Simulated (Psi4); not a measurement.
HCl3HfO, charge -1, doublet, geometry from GFN2-xTB (such geometries of metal compounds can be far from the true shape) (the multiplicity is a formal guess) (core potentials on Hf) (a gas-phase anion, which may not be bound at this level); HF/def2-SVP (Psi4).

Input for Psi4:
```
memory 2 GB

molecule {
-1 2
Hf   -0.13728403    0.09893992    0.02964004
Cl    1.93657247    0.72050589   -0.74415034
Cl    0.44231920   -0.22902000    2.22945528
Cl   -0.79789979   -1.35116414   -1.66772843
O    -1.81935876    0.89921023    0.15511059
H    -2.43754201    0.29717480   -0.27376852
}

set {
  basis def2-svp
  reference uhf
  e_convergence 1e-8
}

energy('scf')
print_variables()
```

Task: What does Psi4 print? Leave out banner, timings and long lists.

Result: 
```
   => Loading Basis Set <=

    Name: DEF2-SVP
    Role: ORBITAL
    Keyword: BASIS

    !!!  WARNING: ECP capability is in beta. Please check occupations closely.  !!!

         ---------------------------------------------------------
                                   SCF
               by Justin Turney, Rob Parrish, Andy Simmonett
                          and Daniel G. A. Smith
                              UHF Reference
         ---------------------------------------------------------

  ==> Geometry <==

    Molecular point group: c1
    Full point group: C1

    Geometry (in Angstrom), charge = -1, multiplicity = 2:

       Center              X                  Y                   Z               Mass
    ------------   -----------------  -----------------  -----------------  -----------------
         HF          -0.134052619197     0.090908845253     0.025798627425   179.946557000000
         CL           1.939803880803     0.712474815253    -0.747991752575    34.968852682000
         CL           0.445550610803    -0.237051074747     2.225613867425    34.968852682000
         CL          -0.794668379197    -1.359195214747    -1.671569842575    34.968852682000
         O           -1.816127349197     0.891179155253     0.151269177425    15.994914619570
         H           -2.434310599197     0.289143725253    -0.277609932575     1.007825032230

  Running in c1 symmetry.

  Rotational constants: A =      0.05713  B =      0.04317  C =      0.03129 [cm^-1]
  Rotational constants: A =   1712.67637  B =   1294.06322  C =    937.96499 [MHz]
  Nuclear repulsion =  369.668825611060527

  Charge       = -1
  Multiplicity = 2
  Electrons    = 73
  Nalpha       = 37
  Nbeta        = 36

  ==> Algorithm <==

  SCF Algorithm Type is DF.
  DIIS enabled.
  MOM disabled.
  Fractional occupation disabled.
  Guess Type is SAD.
  Energy threshold   = 1.00e-08
  Density threshold  = 1.00e-06
  Integral threshold = 1.00e-12

  ==> Primary Basis <==

  Basis Set: DEF2-SVP
    Blend: DEF2-SVP
    Number of shells: 45
    Number of basis functions: 105
    Number of Cartesian functions: 114
    Spherical Harmonics?: true
    Max angular momentum: 3

  Core potential: DEF2-SVP
    Number of shells: 4
    Number of ECP primitives: 10
    Number of ECP core electrons: 60
    Max angular momentum: 3

   => Loading Basis Set <=

    Name: (DEF2-SVP AUX)
    Role: JKFIT
    Keyword: DF_BASIS_SCF

  ==> Integral Setup <==

[...]
   @DF-UHF iter  17: -1501.22534202923953   -1.07586e-08   1.90211e-07 DIIS
   @DF-UHF iter  18: -1501.22534203409168   -4.85215e-09   9.58517e-08 DIIS
  Energy and wave function converged.

  ==> Post-Iterations <==

   @Spin Contamination Metric:   3.411269769E-03
   @S^2 Expected:                7.500000000E-01
   @S^2 Observed:                7.534112698E-01
   @S   Expected:                5.000000000E-01
   @S   Observed:                5.000000000E-01

    Orbital Energies [Eh]
    ---------------------

    Alpha Occupied:

[...]
      37A     -0.052582

    Alpha Virtual:

[...]
    Beta Occupied:

[...]
    Beta Virtual:

[...]
    Final Occupation by Irrep:
              A
    DOCC [    36 ]
    SOCC [     1 ]
    NA   [    37 ]
    NB   [    36 ]

  @DF-UHF Final Energy: -1501.22534203409168

   => Energetics <=

    Nuclear Repulsion Energy =            369.6688256110605266
    One-Electron Energy =               -2841.0909310905640268
    Two-Electron Energy =                 970.1967634454116478
    Total Energy =                      -1501.2253420340916819

  UHF NO Occupations:
  HONO-2 :   35  A 1.9994466
  HONO-1 :   36  A 1.9993067
  HONO-0 :   37  A 1.0000000
  LUNO+0 :   38  A 0.0006933
  LUNO+1 :   39  A 0.0005534
  LUNO+2 :   40  A 0.0001191
  LUNO+3 :   41  A 0.0000888

Computation Completed

Properties will be evaluated at   0.000000,   0.000000,   0.000000 [a0]

Properties computed using the SCF density matrix

 Multipole Moments:

 ------------------------------------------------------------------------------------
     Multipole            Electronic (a.u.)      Nuclear  (a.u.)        Total (a.u.)
 ------------------------------------------------------------------------------------

 L = 1.  Multiply by 2.5417464519 to convert [e a0] to [Debye]
 Dipole X            :        -16.6346912           16.0054192           -0.6292720
 Dipole Y            :         12.2934158          -12.3108702           -0.0174544
 Dipole Z            :          3.7602439           -3.8833576           -0.1231138
 Magnitude           :                                                    0.6414397

 ------------------------------------------------------------------------------------

  Variable Map:
  ----------------------------------------------------------------------------
[...]
  Array Variable Map:
  ----------------------------------------------------------------------------
[...]
[...]
```
